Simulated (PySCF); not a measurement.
Compound: C₈H₁₀N₂Si.
Structure used (PBE0-D3(BJ)/def2-SVP), in Å, numbered top down from 1:
```xyz
21
C8H10N2Si angstrom
N     -1.5130   -2.2354   -1.9297
C     -1.5979   -1.3835   -1.1472
C     -1.6531   -0.3553   -0.1456
Si    -0.3250   -0.4916    1.1799
N      1.2675   -0.1252    0.5213
C      1.9132    1.0956    0.6051
C      3.0597    1.0425   -0.1486
C      3.1238   -0.2588   -0.7259
C      2.0150   -0.9482   -0.2997
C     -2.1090    1.0313   -0.5715
C     -3.0213    0.1909    0.2431
H     -0.3124   -1.8682    1.7413
H     -0.6143    0.5478    2.2070
H      1.5051    1.9023    1.2117
H      3.7826    1.8476   -0.2671
H      3.9022   -0.6475   -1.3797
H      1.6888   -1.9636   -0.5196
H     -1.6093    1.8834   -0.1016
H     -2.3324    1.1674   -1.6321
H     -3.8867   -0.2640   -0.2443
H     -3.1746    0.4459    1.2958
```

Computed with PySCF at PBE0/pcSseg-1, non-relativistic, on one gas-phase PBE0-D3(BJ)/def2-SVP geometry that isn't relaxed in the solvent. The solvent is an IEF-PCM continuum (van der Waals radii × 1.2). Specific hydrogen bonds and non-electrostatic terms are outside this model.

```json
{"run": "gas", "E − E(gas) (kcal/mol)": "0.00", "HOMO (eV)": "-6.34", "HOMO–LUMO gap (eV)": "6.33", "dipole (D)": "4.44"}
{"run": "P", "E − E(gas) (kcal/mol)": "-3.71", "HOMO (eV)": "-6.34", "HOMO–LUMO gap (eV)": "6.40", "dipole (D)": "5.10"}
{"run": "Q", "E − E(gas) (kcal/mol)": "-9.21", "HOMO (eV)": "-6.42", "HOMO–LUMO gap (eV)": "6.52", "dipole (D)": "6.18"}
```

**Question.** The runs were made in acetone and cyclohexane. Which run belongs to which solvent?

**Answer.** P = cyclohexane, Q = acetone. The dielectric constants are 2.017 (cyclohexane), 20.49 (acetone), and the energy falls further as ε rises. In this model the ground state sees the solvent through ε alone.

**Question.** How constant is the ratio of the lowering to (ε − 1)/(2ε + 1)?

**Answer.** 
| solvent | (ε − 1)/(2ε + 1) | E − E(gas) (kcal/mol) | ratio (kcal/mol) | polarisation term (kcal/mol) |
| --- | --- | --- | --- | --- |
| cyclohexane | 0.202 | -3.71 | -18.4 | -4.02 |
| acetone | 0.464 | -9.21 | -19.8 | -11.13 |

The ratio changes by +7.8 % in size from cyclohexane to acetone. The polarisation term is half the interaction of the solute with the induced surface charges.

On an Arm Neoverse V2 with one thread, on a shared host, this took 46 s and 1.4 GiB of memory at its peak. This is the whole shielding run at PBE0/pcSseg-1 in acetone, SCF included.
